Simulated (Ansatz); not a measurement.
Reaction (formal exchange of groups at the Sn–F bond): `[F][SnH2][SH]` + `FCF` → `F[CH](F)[SnH2][SH]` + H–F

Computed with Ansatz on PBE0-D4/def2-TZVP structures; ΔE is electronic, products minus reactants. CCSD(T)/CBS is the MP2 limit (def2-TZVPP, def2-QZVPP) plus CCSD(T) − MP2 in def2-TZVPP, frozen cores. This one scheme is used for every species. DFT in def2-TZVPP. Elements past krypton have def2 core potentials. For Sn outer-core shells are correlated without core-valence functions, which leaves a few kJ/mol of doubt a bond. One conformer a species, not always the lowest.

Is it downhill or uphill in electronic energy at CCSD(T)/CBS, and by how much? (Estimate.)

Ansatz gave: Uphill: ΔE = +1.09 eV.

What do these levels give: PBE0-D4, ωB97X-V, CCSD/def2-TZVPP, CCSD(T)/def2-TZVPP, HF/def2-QZVPP, CCSD/CBS(def2)? (Estimate.)

Ansatz gave: PBE0-D4 1.06, ωB97X-V 1.17, CCSD/def2-TZVPP 1.10, CCSD(T)/def2-TZVPP 1.07, HF/def2-QZVPP 1.46, CCSD/CBS(def2) 1.12 eV.

Largest T1 diagnostic among the species: 0.013.

The D4 term adds −0.09 eV with B3LYP and −0.05 eV with PBE0; it sums over pairs of atoms, weighted by their polarisabilities, and B3LYP, whose exchange is more repulsive, gets the larger term. In def2-TZVPP, CCSD(T) changes the Hartree–Fock value by −0.36 eV (the triples alone add −0.04 eV) and MP2 by −0.35 eV.

B3LYP here is the variant with VWN-RPA as its local correlation; programs differ in this.
